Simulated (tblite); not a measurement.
Compound: C6H9ClF (doublet state).
Z-matrix (Å and degrees, GFN2-xTB geometry), rows numbered from 1:
```
C 
C   1  1.3211
C   2  1.4919  1  124.05
C   3  1.5626  2  111.04  1   112.52
C   4  1.4730  3  111.34  2   173.53
F   5  1.3473  4  117.11  3   -79.71
C   4  1.5267  3  110.58  2   -62.60
Cl  7  1.7804  4  111.40  3   -64.40
H   1  1.0777  2  121.61  3     0.74
H   1  1.0767  2  122.11  3  -179.87
H   2  1.0829  1  120.46  3   178.88
H   3  1.0902  2  110.56  1    -8.29
H   3  1.0918  2  109.82  1  -128.53
H   4  1.0971  3  107.34  2    54.84
H   5  1.0756  4  124.42  3    73.16
H   7  1.0899  4  110.51  3    54.01
H   7  1.0897  4  111.12  3   176.82
```

Calculated harmonic vibrations of the isolated species, GFN2-xTB (tblite), most abundant isotopes, no scaling. The method is semi-empirical: single wavenumbers can be off by several per cent or more. One conformer, not necessarily the lowest. Open shells enter through the occupations alone, without spin polarisation, and single modes of such species can be off by tens of per cent.

Harmonic wavenumbers (cm⁻¹): 46.6, 56.7, 73.4, 107.1, 167.4, 224.1, 253.9, 342.0, 404.8, 422.1, 493.2, 567.9, 635.1, 701.8, 860.0, 880.1, 905.3, 933.9, 994.6, 1021.6, 1030.3, 1086.4, 1099.5, 1150.8, 1176.0, 1181.8, 1197.9, 1249.3, 1259.1, 1280.6, 1300.7, 1339.5, 1409.5, 1423.5, 1463.0, 1705.7, 2914.9, 2979.1, 2985.5, 2987.2, 3006.1, 3050.5, 3102.1, 3118.7, 3128.7.

A = 1739, B = 1287, C = 823.2 MHz; mass 135.038 u (most abundant isotopes); point group C1, symmetry number 1; spin multiplicity 2.

Zero-point energy?

Half the sum of the wavenumbers: 28859 cm⁻¹ = 82.51 kcal/mol.

What is S at 500 K and 1 bar for an ideal gas of classical rigid rotors and harmonic oscillators?

Translation 43.21, rotation 31.09, vibration 47.61, spin (R ln 2) 1.38: S = 123.3 cal/(mol K).

And Cp and H(500 K) − H(0)?

Cp = 51.97 cal/(mol K), of which vibrations give 44.03 (their classical limit is 45 R = 89.4); H(500 K) − H(0) = 15.64 kcal/mol without the zero-point energy, 11.67 from vibrations.

Which modes carry the vibrational entropy at 500 K?

46.6 cm⁻¹: 5.98; 56.7 cm⁻¹: 5.59; 73.4 cm⁻¹: 5.08; 107.1 cm⁻¹: 4.33; 167.4 cm⁻¹: 3.46; 224.1 cm⁻¹: 2.89 cal/(mol K); the other 39 give 20.28 together.

Blend soft modes into free rotors: weight 1/[1 + (100 cm⁻¹/ν̃)⁴] for the oscillator and the rest for a rotor with moment μB/(μ + B), μ = h/(8π²ν), B = 10⁻⁴⁴ kg m². What vibrational entropy results?

42.72 cal/(mol K) in place of 47.61, which changes −T·S at 500 K by +2.45 kcal/mol.

How do the functions run with temperature in this model?

| T (K) | S (cal/(mol K)) | Cp (cal/(mol K)) | H − H(0) (kcal/mol) | G − H(0) (kcal/mol) | ln q(vib) |
| --- | --- | --- | --- | --- | --- |
| 150 | 81.3 | 23.0 | 2.42 | -9.78 | 3.55 |
| 250 | 95.0 | 31.3 | 5.12 | -18.62 | 6.17 |
| 298.15 | 100.8 | 35.6 | 6.73 | -23.33 | 7.37 |
| 400 | 112.5 | 44.4 | 10.81 | -34.20 | 9.84 |
| 600 | 133.3 | 58.1 | 21.16 | -58.84 | 14.54 |
| 900 | 159.6 | 71.0 | 40.70 | -102.91 | 21.11 |

q(vib) and H(0) count from the zero-point level.

What must be added to the electronic energy to get the Gibbs energy at 500 K and 1 bar?

ZPE + [H(500 K) − H(0)] − T·S = 82.51 + 15.64 − 61.64 = 36.51 kcal/mol.

Hindered rotation and anharmonicity are outside this model. Other conformers, if any are populated, would add a mixing term that is left out. The structure is chiral; the term R ln 2 for an equal mix with its mirror image is left out.
